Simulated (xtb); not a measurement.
Input file for xtb: GFN2-xTB on H8OSi2 (a complex), monomers drawn apart or pushed together.

```
$ xtb mol.xyz --gfn 2 --sp --chrg 0 --uhf 0
11

Si    -0.64658379    -1.27137196    -0.33500503
O     -0.00731427     0.04477834     0.40323216
Si     0.95825731     1.36400106     0.28652804
H     -1.62569728    -1.88604811     0.58503120
H     -1.32245350    -0.87095975    -1.59140160
H      0.42322708    -2.24631444    -0.65035686
H      2.36420489     0.94746830     0.07460221
H      0.84921755     2.12804787     1.54658363
H      0.52712574     2.20969278    -0.85144052
H     -0.75139521    -0.20267000     3.35648472
H     -0.88822279    -0.29762769     4.08220822
```

Output:

```
[...]
           -------------------------------------------------
          |                Calculation Setup                |
           -------------------------------------------------



molecular fragmentation (1/2 indicates fragments):
11111111122
# atoms in fragment 1/2:     9     2
 fragment masses (1/2) :       78.22        2.02
CMA distance (Bohr)    :   7.176
constraining FC (au)   :  0.0500

           -------------------------------------------------
          |                 G F N 2 - x T B                 |
           -------------------------------------------------

        Reference                      10.1021/acs.jctc.8b01176
      * Hamiltonian:
        H0-scaling (s, p, d)           1.850000    2.230000    2.230000
        zeta-weighting                 0.500000
      * Dispersion:
        s8                             2.700000
        a1                             0.520000
        a2                             5.000000
        s9                             5.000000
      * Repulsion:
        kExp                           1.500000    1.000000
        rExp                           1.000000
      * Coulomb:
        alpha                          2.000000
        third order                    shell-resolved
        anisotropic                    true
        a3                             3.000000
        a5                             4.000000
        cn-shift                       1.200000
        cn-exp                         4.000000
        max-rad                        5.000000


          ...................................................
          :                      SETUP                      :
          :.................................................:
          :  # basis functions                  32          :
          :  # atomic orbitals                  30          :
          :  # shells                           16          :
          :  # electrons                        22          :
          :  max. iterations                   250          :
          :  Hamiltonian                  GFN2-xTB          :
          :  restarted?                      false          :
          :  GBSA solvation                  false          :
          :  PC potential                    false          :
          :  electronic temp.          300.0000000     K    :
          :  accuracy                    1.0000000          :
          :  -> integral cutoff          0.2500000E+02      :
          :  -> integral neglect         0.1000000E-07      :
          :  -> SCF convergence          0.1000000E-05 Eh   :
          :  -> wf. convergence          0.1000000E-03 e    :
          :  Broyden damping             0.4000000          :
          :  net charge                          0          :
          :  unpaired electrons                  0          :
          ...................................................

 iter      E             dE          RMSdq      gap      omega  full diag
   1    -11.6502911 -0.116503E+02  0.737E+00    7.05       0.0  T
   2    -11.7839617 -0.133671E+00  0.369E+00    5.85       1.0  T
   3    -11.7876666 -0.370489E-02  0.216E+00    5.80       1.0  T
   4    -11.7876523  0.142483E-04  0.751E-01    5.78       1.0  T
   5    -11.7877827 -0.130381E-03  0.276E-01    5.89       1.0  T
   6    -11.7879262 -0.143551E-03  0.108E-01    5.83       1.0  T
   7    -11.7879451 -0.188816E-04  0.569E-02    5.86       1.0  T
   8    -11.7879587 -0.135739E-04  0.424E-03    5.85       7.1  T
   9    -11.7879583  0.364864E-06  0.972E-03    5.85       3.1  T
  10    -11.7879587 -0.417343E-06  0.418E-04    5.85      72.2  T
  11    -11.7879587 -0.641689E-09  0.218E-04    5.85     138.3  T

   *** convergence criteria satisfied after 11 iterations ***

         #    Occupation            Energy/Eh            Energy/eV
      -------------------------------------------------------------
         1        2.0000           -0.7677815             -20.8924
       ...           ...                  ...                  ...
         5        2.0000           -0.4898597             -13.3298
         6        2.0000           -0.4887205             -13.2988
         7        2.0000           -0.4627959             -12.5933
         8        2.0000           -0.4270542             -11.6207
         9        2.0000           -0.4264604             -11.6046
        10        2.0000           -0.4146876             -11.2842
        11        2.0000           -0.4135452             -11.2531 (HOMO)
        12                         -0.1985541              -5.4029 (LUMO)
        13                         -0.1818749              -4.9491
        14                         -0.1737712              -4.7286
        15                         -0.1591584              -4.3309
        16                         -0.1530112              -4.1636
       ...                                ...                  ...
        30                          0.8225455              22.3826
      -------------------------------------------------------------
                  HL-Gap            0.2149912 Eh            5.8502 eV
             Fermi-level           -0.3060497 Eh           -8.3280 eV

 SCC (total)                   0 d,  0 h,  0 min,  0.004 sec
 SCC setup                      ...        0 min,  0.000 sec (  1.615%)
 Dispersion                     ...        0 min,  0.000 sec (  0.856%)
 classical contributions        ...        0 min,  0.000 sec (  0.403%)
 integral evaluation            ...        0 min,  0.001 sec ( 17.002%)
 iterations                     ...        0 min,  0.002 sec ( 48.514%)
 molecular gradient             ...        0 min,  0.001 sec ( 29.761%)
 printout                       ...        0 min,  0.000 sec (  1.644%)

         :::::::::::::::::::::::::::::::::::::::::::::::::::::
         ::                     SUMMARY                     ::
         :::::::::::::::::::::::::::::::::::::::::::::::::::::
         :: total energy             -11.677242775033 Eh    ::
         :: gradient norm              0.033184568396 Eh/a0 ::
         :: HOMO-LUMO gap              5.850207536187 eV    ::
         ::.................................................::
         :: SCC energy               -11.787946970409 Eh    ::
         :: -> isotropic ES            0.046289848335 Eh    ::
         :: -> anisotropic ES          0.010676094175 Eh    ::
         :: -> anisotropic XC          0.011600022871 Eh    ::
         :: -> dispersion             -0.005696304563 Eh    ::
         :: repulsion energy           0.110704195375 Eh    ::
         :: add. restraining           0.000000000000 Eh    ::
         :: total charge              -0.000000000000 e     ::
         :::::::::::::::::::::::::::::::::::::::::::::::::::::

           -------------------------------------------------
          |                Property Printout                |
           -------------------------------------------------

    * Orbital Energies and Occupations

         #    Occupation            Energy/Eh            Energy/eV
      -------------------------------------------------------------
         1        2.0000           -0.7677815             -20.8924
         2        2.0000           -0.7290313             -19.8380
         3        2.0000           -0.5959283             -16.2160
         4        2.0000           -0.4934656             -13.4279
         5        2.0000           -0.4898597             -13.3298
         6        2.0000           -0.4887205             -13.2988
         7        2.0000           -0.4627959             -12.5933
         8        2.0000           -0.4270542             -11.6207
         9        2.0000           -0.4264604             -11.6046
        10        2.0000           -0.4146876             -11.2842
        11        2.0000           -0.4135452             -11.2531 (HOMO)
        12                         -0.1985541              -5.4029 (LUMO)
        13                         -0.1818749              -4.9491
        14                         -0.1737712              -4.7286
        15                         -0.1591584              -4.3309
        16                         -0.1530112              -4.1636
        17                         -0.1472373              -4.0065
        18                         -0.0721098              -1.9622
        19                         -0.0684224              -1.8619
        20                          0.0245277               0.6674
        21                          0.0364547               0.9920
        22                          0.1947340               5.2990
       ...                                ...                  ...
        30                          0.8225455              22.3826
      -------------------------------------------------------------
                  HL-Gap            0.2149912 Eh            5.8502 eV
             Fermi-level           -0.3060497 Eh           -8.3280 eV

     #   Z          covCN         q      C6AA      α(0)
     1  14 Si       3.584     0.523    97.784    19.007
     2   8 O        1.539    -0.444    21.810     6.300
     3  14 Si       3.584     0.523    97.785    19.008
     4   1 H        0.914    -0.094     5.345     3.616
     5   1 H        0.913    -0.104     5.723     3.742
     6   1 H        0.913    -0.103     5.667     3.724
     7   1 H        0.913    -0.103     5.671     3.725
     8   1 H        0.914    -0.094     5.345     3.616
     9   1 H        0.913    -0.104     5.718     3.740
    10   1 H        0.894     0.007     2.944     2.685
    11   1 H        0.894    -0.007     3.192     2.796

 Mol. C6AA /au·bohr⁶  :       1743.759590
 Mol. C8AA /au·bohr⁸  :      61383.952157
 Mol. α(0) /au        :         71.958991


Wiberg/Mayer (AO) data.
largest (>0.10) Wiberg bond orders for each atom

 ---------------------------------------------------------------------------
     #   Z sym  total        # sym  WBO       # sym  WBO       # sym  WBO
 ---------------------------------------------------------------------------
     1  14 Si   3.805 --     2 O    1.087     4 H    0.892     5 H    0.891
                             6 H    0.891
     2   8 O    2.343 --     1 Si   1.087     3 Si   1.087
     3  14 Si   3.805 --     2 O    1.087     8 H    0.892     9 H    0.891
                             7 H    0.891
     4   1 H    0.991 --     1 Si   0.892
     5   1 H    0.989 --     1 Si   0.891
     6   1 H    0.989 --     1 Si   0.891
     7   1 H    0.989 --     3 Si   0.891
     8   1 H    0.991 --     3 Si   0.892
     9   1 H    0.989 --     3 Si   0.891
    10   1 H    1.000 --    11 H    0.999
    11   1 H    1.000 --    10 H    0.999
 ---------------------------------------------------------------------------

Topologies differ in total number of bonds
Writing topology from bond orders to xtbtopo.mol

molecular dipole:
                 x           y           z       tot (Debye)
 q only:        0.068       0.001      -0.179
   full:        0.053       0.000      -0.137       0.374
molecular quadrupole (traceless):
                xx          xy          yy          xz          yz          zz
 q only:       -0.105       1.511       1.414       0.370       0.600      -1.309
  q+dip:       -0.003      -0.906      -0.985      -0.327      -0.487       0.988
   full:       -0.049       0.543       0.508       0.173       0.153      -0.459


           -------------------------------------------------
          | TOTAL ENERGY              -11.677242775033 Eh   |
          | GRADIENT NORM               0.033184568396 Eh/α |
          | HOMO-LUMO GAP               5.850207536187 eV   |
           -------------------------------------------------

------------------------------------------------------------------------
------------------------------------------------------------------------
Note: The following floating-point exceptions are signalling: IEEE_UNDERFLOW_FLAG IEEE_DENORMAL
normal termination of xtb
 total:
 SCF:
```

The run finished.

Cost: around 0.020 core-seconds (rough).
